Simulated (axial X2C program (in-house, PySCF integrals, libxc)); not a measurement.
## Low determinants of HfF⁺ at the PBE0 level, 2c

All values were computed with an in-house all-electron X2C program for linear molecules (integrals from PySCF). Two-component (2c) means X2C with spin–orbit coupling and atomic mean-field two-electron Coulomb and Gaunt terms. Basis: Hf dyall-cv3z [13s14p9d7f4g], F dyall-av3z [7s6p3d2f] (cores contracted in-house); Gaussian nuclei, density fitting, unrestricted open shells. Masses: Hf 179.947 u, F 18.998 u.

Search at 1.814 Å (vertical energies from the lowest determinant):

| ΔE (eV) | state | electrons beyond evenly filled partner blocks | electrons in ±ω = 1/2, 3/2, 5/2, 7/2 |
| --- | --- | --- | --- |
| 0.00 | Ω = 1 | ω = -1/2, ω = 3/2 | 47 23 8 2 |
| 0.23 | Ω = 0 | none | 48 22 8 2 |
| 0.39 | Ω = 3 | ω = 1/2, ω = 5/2 | 47 22 9 2 |
| 0.69 | Ω = 2 | ω = 1/2, ω = 3/2 | 47 23 8 2 |
| 1.12 | Ω = 2 | ω = -1/2, ω = 5/2 | 47 22 9 2 |
| 1.50 | Ω = 1 | 2 × ω = 1/2 | 48 22 8 2 |
| 1.60 | Ω = 1 | ω = -3/2, ω = 5/2 | 46 23 9 2 |

Lowest determinant, Ω = 1 (⟨Sz⟩ = -0.99, ⟨Lz⟩ = 1.99 at PBE0): Re = 1.808 Å, ωe = 761.5 cm⁻¹.

The determinant in row 2 of the search, Ω = 0 (closed shell), was followed along the bond at PBE0; measured from the minimum of the lowest determinant it gives:

Te = 0.212 eV (1713 cm⁻¹), Re = 1.786 Å, ωe = 800.0 cm⁻¹.

Question: Compare the bond of the determinant in row 2 with that of the lowest one.

Answer: At PBE0 its Re is 0.022 Å shorter and its force constant, which goes as ωe², is 1.10 times that of the lowest determinant. T0 ≈ Te + Δωe/2 = 1713 + (19) = 1732 cm⁻¹.

The search compares states at one distance, so a state with another bond length can lie lower; it is not exhaustive and yields mostly the lowest determinant of each block pattern, so other components and higher states of one pattern are missing. These are energies of single determinants, not of spin-adapted states; PBE0 term energies can be off by some tenths of an eV, and the functional has no current term. Open-shell Ω = 0 determinants with evenly filled partner blocks cannot be reached by this program, so the Ω shown need not be the lowest component. The lowest determinant need not be the ground state where others lie within half an eV.
